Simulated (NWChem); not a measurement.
All runs are NWChem calculations. System: H₂Be, charge 1, spin multiplicity 2, at the geometry of a parent with another charge or spin, in a state set for the comparison that need not be this species' ground state. Its SCF solution wasn't tested for a lower state. Level: ROCCSD(T)/def2-TZVPD, 1 core orbitals frozen.

Part of the output:

```
             Northwest Computational Chemistry Package (NWChem) 7.3.0
             --------------------------------------------------------

                                NWChem Input Module
                                -------------------

 Scaling coordinates for geometry "geometry" by  1.889725989
 (inverse scale =  0.529177249)

 Turning off AUTOSYM since
 SYMMETRY directive was detected!

                             Geometry "geometry" -> ""
                             -------------------------

 Output coordinates in angstroms (scale by  1.889725989 to convert to a.u.)

  No.       Tag          Charge          X              Y              Z
 ---- ---------------- ---------- -------------- -------------- --------------
    1 Be                   4.0000     0.00000000     0.00000000     0.00000000
    2 H                    1.0000     0.00000000     0.00000000     1.34424800
    3 H                    1.0000     0.00000000     0.00000000    -1.34424800

 Effective nuclear repulsion energy (a.u.)       3.3461136758

            Nuclear Dipole moment (a.u.)
            ----------------------------
        X                 Y               Z
 ---------------- ---------------- ----------------
     0.0000000000     0.0000000000     0.0000000000

      Symmetry information
      --------------------

 Group name             D2h
 Group number             26
 Group order               8
 No. of unique centers     2

      Symmetry unique atoms

     1    2


 Summary of "ao basis" -> "" (spherical)
 ------------------------------------------------------------------------------
       Tag                 Description            Shells   Functions and Types
 ---------------- ------------------------------  ------  ---------------------
 *                         def2-tzvpd                 on all atoms

 Summary of "ao basis" -> "ao basis" (spherical)
 ------------------------------------------------------------------------------
       Tag                 Description            Shells   Functions and Types
 ---------------- ------------------------------  ------  ---------------------
 Be                        def2-tzvpd               10       22   5s4p1d
 H                         def2-tzvpd                5        9   3s2p

                                 NWChem SCF Module
                                 -----------------

  ao basis        = "ao basis"
  functions       =    40
  atoms           =     3
[...]
     2   1 0 1      0.000000      0.000000      0.000000
     2   0 2 0     -3.320380     -0.783011      0.000000
     2   0 1 1      0.000000      0.000000      0.000000
     2   0 0 2     -1.659693     -5.419879     12.905846

                   NWChem Extensible Many-Electron Theory Module
                   ---------------------------------------------


            General Information
            -------------------
      Number of processors :     1
         Wavefunction type : Restricted open-shell Hartree-Fock
          No. of electrons :     5
           Alpha electrons :     3
            Beta electrons :     2
           No. of orbitals :    80
            Alpha orbitals :    40
             Beta orbitals :    40
        Alpha frozen cores :     1
         Beta frozen cores :     1
     Alpha frozen virtuals :     0
      Beta frozen virtuals :     0
         Spin multiplicity : doublet
    Number of AO functions :    40
       Number of AO shells :    20
        Use of symmetry is : on
      Symmetry adaption is : on
         Schwarz screening : 0.10D-09

          Correlation Information
          -----------------------
          Calculation type : Coupled-cluster singles & doubles w/ perturbation
   Perturbative correction : (T)
            Max iterations :      100
        Residual threshold : 0.10D-05
     T(0) DIIS level shift : 0.00D+00
     L(0) DIIS level shift : 0.00D+00
     T(1) DIIS level shift : 0.00D+00
     L(1) DIIS level shift : 0.00D+00
     T(R) DIIS level shift : 0.00D+00
     T(I) DIIS level shift : 0.00D+00
   CC-T/L Amplitude update :  5-th order DIIS
                I/O scheme : Global Array Library
        L-threshold :  0.10D-05
        EOM-threshold :  0.10D-05
 no EOMCCSD initial starts read in
 TCE RESTART OPTIONS
 SLICE:      F
 D4D5:       F
 quantumc:   F
 qrotation:  F
 pwtce:      F
 qducc:      F
 nacto:                         0
 nrotv:                         0
 nrot:                          0

            Memory Information
            ------------------
          Available GA space size is     249033600 doubles
          Available MA space size is     104855060 doubles

 Maximum block size supplied by input
 Maximum block size        24 doubles

 tile_dim =     10

 -------------------------------------------------

 Global array virtual files algorithm will be used

 Parallel file system coherency ......... OK

 4-electron integrals stored in orbital form

 v2    file size   =            88132
 4-index algorithm nr.  13 is used
 imaxsize =       30
 imaxsize ichop =        0


CCSD iterations
 ---------------------------------------------------------
 Iter          Residuum       Correlation     Cpu    Wall
 ---------------------------------------------------------
    1   0.0655297781943  -0.0465716361127     0.0     0.0
    2   0.0213285244424  -0.0554674471848     0.0     0.0
    3   0.0079147197330  -0.0578058262383     0.0     0.0
    4   0.0031409417802  -0.0585396499360     0.0     0.0
    5   0.0013905689765  -0.0588209536314     0.0     0.0
    6   0.0004217410812  -0.0590098699728     0.0     0.0
    7   0.0001673255226  -0.0589997931218     0.0     0.0
    8   0.0000906411706  -0.0590009511039     0.0     0.0
    9   0.0000497915052  -0.0589996799955     0.0     0.0
   10   0.0000290211954  -0.0589995511686     0.0     0.0
   11   0.0000041344611  -0.0589988770991     0.0     0.0
   12   0.0000016102531  -0.0589992042819     0.0     0.0
   13   0.0000007083800  -0.0589992435147     0.0     0.0
 -----------------------------------------------------------------
 Iterations converged
 CCSD correlation energy / hartree =        -0.058999243514679
 CCSD total energy / hartree       =       -15.400353786570486

 Singles contributions

 Doubles contributions
 CCSD(T)
 Using plain CCSD(T) code
             total no. of tasks          212
 total no. of tasks / no. procs          212
                         wl_min            1           1.0
                         wl_max         1000           3.2
        thresh for no. of tasks          212

 CCSD[T]  correction energy / hartree =        -0.000510012907342
 CCSD[T] correlation energy / hartree =        -0.059509256422021
 CCSD[T] total energy / hartree       =       -15.400863799477829
 CCSD(T)  correction energy / hartree =        -0.000607412164785
 CCSD(T) correlation energy / hartree =        -0.059606655679464
 CCSD(T) total energy / hartree       =       -15.400961198735272

 Task  times  cpu:        1.0s     wall:        1.0s

 Total times  cpu:        1.0s     wall:        1.0s
```

### Question
Write an NWChem input that would produce this output.

### Answer
One answer among several that fit: 
```
start mol
memory heap 100 mb stack 700 mb global 1900 mb
charge 1
geometry units angstroms nocenter noautoz
  Be     0.000000     0.000000     0.000000
  H      0.000000     0.000000     1.344248
  H      0.000000     0.000000    -1.344248
  symmetry group D2h
end
basis spherical
  * library def2-tzvpd
end
scf
  rohf
  nopen 1
  maxiter 100
  thresh 1e-7
  semidirect memsize 60000000 filesize 0
  # guess.movecs holds the orbitals of an unrestricted PBE0 run
  vectors input guess.movecs output mol.movecs
end
tce
  freeze core 1
  ccsd(t)
  2eorb
  2emet 13
  thresh 1e-6
  maxiter 100
  tilesize 24
end
task tce energy
```
